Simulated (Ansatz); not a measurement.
The same path of FH + GeH4O2 (9 atoms, charge 0, multiplicity 1) was run twice with different band settings. Lost on the way: Ge1–O2, F8–H9. Made: Ge1–F8, O2–H9.

The calculation used Ansatz 0.2.0, RKS PBE0/def2-SVP.

Relaxed end points:

```xyz
9
Properties=species:S:1:pos:R:3
Ge -0.153 -0.127 -0.106
O -0.075 0.066 1.684
H -0.931 0.064 2.126
H 1.271 0.125 -0.573
O -1.217 1.115 -0.778
H -2.117 0.811 -0.935
H -0.744 -1.518 -0.401
F 1.481 2.082 1.602
H 0.917 1.369 1.851
```

```xyz
9
Properties=species:S:1:pos:R:3
Ge -0.274 0.381 -0.211
O 0.879 -0.161 2.256
H 0.218 -0.499 2.870
H 1.144 -0.049 -0.546
O -0.916 1.000 -1.739
H -1.821 1.324 -1.679
H -1.276 -0.600 0.409
F -0.247 1.794 0.846
H 0.725 0.796 2.261
```

Common settings: movable images 7; climbing image yes; spring 5.0 eV/Å²; start path through a guess of the saddle point; force threshold 0.05 eV/Å; iteration limit 60; end points relaxed.

| run | optimiser |
| --- | --- |
| 1 | quadratic models (default) |
| 2 | lbfgs |

What does each run give, and how far can it be trusted?

Run 1: converged after 15 iterations, highest image 0.660 eV above the first end. A vibrational analysis at the climbing image gives one clearly imaginary mode, 498i cm⁻¹: a first-order saddle point.
Run 2: converged after 46 iterations, highest image 0.662 eV above the first end. Another band between the same ends (7 images) ends at a top of the same energy, where a vibrational analysis finds 1 clearly imaginary mode.
The orbitals stay closed-shell, which can raise the energy where a bond breaks towards radicals; this wasn't checked here.
